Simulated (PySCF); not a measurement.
**Basis set benchmark on one molecule**

Molecule: `C[Si](Cl)(Cl)[Si](C)(Cl)Cl`, C2H6Cl4Si2.

Molfile (atoms numbered from 1):
```
C2H6Cl4Si2
     RDKit          3D

 14 13  0  0  0  0  0  0  0  0999 V2000
    0.7236    2.0313    0.9461 C   0  0  0  0  0  0  0  0  0  0  0  0
   -0.1309    1.1611   -0.4549 Si  0  0  0  0  0  4  0  0  0  0  0  0
    0.1672    2.2197   -2.2010 Cl  0  0  0  0  0  0  0  0  0  0  0  0
   -2.1691    1.0591   -0.0691 Cl  0  0  0  0  0  0  0  0  0  0  0  0
    0.5828   -1.0364   -0.7848 Si  0  0  0  0  0  4  0  0  0  0  0  0
   -0.0723   -2.2436    0.4662 C   0  0  0  0  0  0  0  0  0  0  0  0
    2.6566   -0.9949   -0.6829 Cl  0  0  0  0  0  0  0  0  0  0  0  0
    0.0167   -1.6328   -2.6775 Cl  0  0  0  0  0  0  0  0  0  0  0  0
    0.5276    1.5098    1.8955 H   0  0  0  0  0  0  0  0  0  0  0  0
    1.8092    2.0411    0.7640 H   0  0  0  0  0  0  0  0  0  0  0  0
    0.3652    3.0682    1.0309 H   0  0  0  0  0  0  0  0  0  0  0  0
    0.3064   -1.9963    1.4696 H   0  0  0  0  0  0  0  0  0  0  0  0
   -1.1721   -2.2002    0.4792 H   0  0  0  0  0  0  0  0  0  0  0  0
    0.2420   -3.2671    0.2119 H   0  0  0  0  0  0  0  0  0  0  0  0
  1  2  1  0
  2  3  1  0
  2  4  1  0
  2  5  1  0
  5  6  1  0
  5  7  1  0
  5  8  1  0
  1  9  1  0
  1 10  1  0
  1 11  1  0
  6 12  1  0
  6 13  1  0
  6 14  1  0
M  END
```

Geometry PBE0-D3(BJ)/def2-SVP throughout; GIAO in PySCF 2.14.0 with density-fitted response routines, gas phase, one conformer, non-relativistic; equivalent atoms averaged; functional PBE0.

Reference values (measured; solution; U. Herzog, Habilitationsschrift, TU Bergakademie Freiberg, 2002/2003): δ(Si2/Si5) = 17.6 ppm vs TMS. Computed shifts are taken against TMS, calculated as an isolated molecule at each level.

**Question.** How do the basis sets STO-3G, pcSseg-0, 6-31G, 6-31G*, cc-pVDZ, def2-SVP, pcSseg-1, aug-cc-pVDZ, 6-311+G(2d,p), def2-TZVP perform against the reference? Times are CPU seconds on shared hosts with different chips, so compare them loosely.

**Answer.** 
| basis set | functions | Si2/Si5 | abs. error Si | core-s |
| --- | --- | --- | --- | --- |
| STO-3G | 70 | 34.7 | 17.1 | 8.1 |
| pcSseg-0 | 108 | 76.9 | 59.3 | 15 |
| 6-31G | 108 | 92.3 | 74.7 | 17 |
| 6-31G* | 148 | 63.0 | 45.4 | 25 |
| cc-pVDZ | 166 | 46.1 | 28.5 | 32 |
| def2-SVP | 166 | 48.2 | 30.6 | 28 |
| pcSseg-1 | 208 | 40.7 | 23.1 | 34 |
| aug-cc-pVDZ | 262 | 33.6 | 16.0 | 67 |
| 6-311+G(2d,p) | 300 | 33.0 | 15.4 | 72 |
| def2-TZVP | 320 | 29.2 | 11.6 | 88 |

For ²⁹Si the closest is def2-TZVP (11.6 ppm) and the furthest 6-31G (74.7 ppm). Where a smaller basis beats a larger one, errors probably cancel. One molecule is a small sample, and vibrational and solvent effects are absent from the calculation.

A small basis that lands close on one nucleus may do so by chance; judge by the trend and by all nuclei.
